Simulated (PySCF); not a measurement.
## State search for SnH⁺

Unrestricted PBE0; PySCF, spin-free X2C with a Gaussian nucleus, basis sets Sn x2c-SVPall, H x2c-SVPall. Outer shells of the fragments: Sn+ 4d10 5s2 5p1; H 1s1.

Followed along the bond (rough minima from three points):

```json
{"2Ms+1": "1", "unpaired": "none", "⟨S²⟩ at the start": "0.00", "R at minimum (Å)": "1.77", "Te (eV)": "0.00"}
{"2Ms+1": "3", "unpaired": "σ ↑, π ↑", "⟨S²⟩ at the start": "2.01", "R at minimum (Å)": "none in the scan", "Te (eV)": "≤ 2.19"}
```

Solutions found at the starting distance of 1.770 Å, counted from the lowest of them; the search is not exhaustive and high or unbound solutions are not listed, so other states can lie among these:

```tsv
2Ms+1	unpaired	term	E (eV)	⟨S²⟩	⟨Lz²⟩	μ (D)
1	none	¹Σ⁺	0.00	0.00	0.00	0.08
3	σ ↑, π ↑	³Π	2.22	2.01	1.00	0.72
1	σ ↑, π ↓	mixed	2.50	1.02	1.00	0.87
3	σ ↑↑	³Σ⁺	6.03	2.00	0.00	0.91
3	π ↑↑	³Σ⁻	6.43	2.17	0.00	1.01
1	π ↑↓	mixed	6.98	1.00	2.01	0.98
```

A term symbol is given only where ⟨S²⟩ and ⟨Lz²⟩ are close to those of a pure state; real π, δ and φ orbitals otherwise mix terms. A positive dipole points towards H; it is taken about the centre of mass and depends on that origin.

Spin–orbit coupling is left out. Counting both spins, an empty level lies below a filled one in some of these solutions, because spin and occupation are held.
